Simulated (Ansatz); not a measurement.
`C[O][Zn][Cl]` + H₂S → `[SH][Zn][Cl]` + CH₃OH at 600 K and 1 bar (ligand exchange at a Zn–O bond).

Isolated molecules relaxed with PBE0-D4/def2-TZVP in Ansatz; ΔE leaves out vibrations. CCSD(T)/CBS adds triple-zeta CCSD(T) − MP2 to the extrapolated MP2 energy (def2 sets, frozen cores). This one scheme is used for every species. For Zn outer-core shells are correlated without core-valence functions, which leaves a few kJ/mol of doubt a bond. Scalar relativity is left out up to krypton. Each species was taken in one conformer, which may not be the lowest.

```json
{"species": "`C[O][Zn][Cl]`", "CCSD(T)/CBS energy (Eh)": "-2353.24457", "H − E (kJ/mol)": "157.9", "S (J/(mol·K))": "398.6"}
{"species": "H₂S", "CCSD(T)/CBS energy (Eh)": "-398.97279", "H − E (kJ/mol)": "60.8", "S (J/(mol·K))": "230.9"}
{"species": "`[SH][Zn][Cl]`", "CCSD(T)/CBS energy (Eh)": "-2636.62673", "H − E (kJ/mol)": "63.0", "S (J/(mol·K))": "354.9"}
{"species": "CH₃OH", "CCSD(T)/CBS energy (Eh)": "-115.61712", "H − E (kJ/mol)": "163.6", "S (J/(mol·K))": "277.3"}
```

H − E and S are ideal-gas, rigid-rotor, harmonic terms from PBE0-D4/def2-TZVP, for one conformer and one mirror image of each species. 1 Eh = 2625.50 kJ/mol, R = 8.31446 J/(mol·K).

By hand: ΔE, ΔH, ΔS and ΔG.

ΔE = (-2636.62673) + (-115.61712) − (-2353.24457) − (-398.97279) = -0.02649 Eh = -69.5 kJ/mol. Δ(H − E) = 63.0 + 163.6 − 157.9 − 60.8 = 7.9, so ΔH = -61.6 kJ/mol. ΔS = 354.9 + 277.3 − 398.6 − 230.9 = 2.7 J/(mol·K). ΔG = -61.6 − 600 × (2.7)/1000 = -63.2 kJ/mol.

By hand: the equilibrium constant, and the temperature at which ΔG would vanish if ΔH and ΔS stayed fixed.

log₁₀ K = −ΔG/(RT ln 10) = 5.5. ΔH and −TΔS have one sign here, so there is no such temperature.

The number of gas molecules stays the same, so ΔS is small and ΔH decides. A doubt of 5 kJ/mol in ΔE shifts log₁₀ K by 0.4 here. Other conformers and mirror images would add mixing entropy, several J/(mol·K) or more a flexible species. These are equilibria of isolated gas molecules and say nothing of rates. Largest T1 diagnostic: 0.015 (customary marks: 0.02 for closed shells, 0.045 for open ones).

ΔS is within the doubt of such terms, so its sign, and with it that verdict, could turn.
